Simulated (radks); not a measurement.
The nuclear charge of neutral rhodium is varied continuously with 45 electrons held in [Kr] 4d8 5s1. Method: scalar-relativistic Kohn-Sham, r2SCAN, spin-polarised, spherical densities, finite nucleus; open shells are filled with parallel spins first (spin-orbit coupling, left out, can overturn this in heavy ions); meta-GGA in the generalised Kohn-Sham scheme; Fermi nuclear charge, rms radius 4.4945 fm; computed with a radial shooting solver on a logarithmic mesh with Libxc functionals. By the Hellmann-Feynman theorem dE/dZ = E(electron-nucleus)/Z, the electronic potential at the nucleus (averaged over a nucleus of fixed radius). The scalar-relativistic energy here is not variational (the density holds large components alone), so the two differ by a part that grows with Z.

| Z | E (hartree) | E(electron-nucleus)/Z (hartree) | HOMO | e(HOMO) (eV) | <r> HOMO (bohr) |
|---|---|---|---|---|---|
| 44.75 | -4720.65148 | -254.676 | 4d | -2.371 | 1.661 |
| 45 | -4784.73656 | -256.651 | 4d | -4.831 | 1.590 |
| 45.25 | -4849.31838 | -258.623 | 5s | -6.885 | 3.058 |
| 45.5 | -4914.39634 | -260.593 | 5s | -8.899 | 2.935 |
| 45.75 | -4979.97007 | -262.561 | 5s | -11.041 | 2.827 |
| 46 | -5046.03934 | -264.529 | 5s | -13.304 | 2.731 |

The central difference of E at Z = 45 is -257.334 hartree, to compare with the third column; the second derivative is -7.95 hartree.
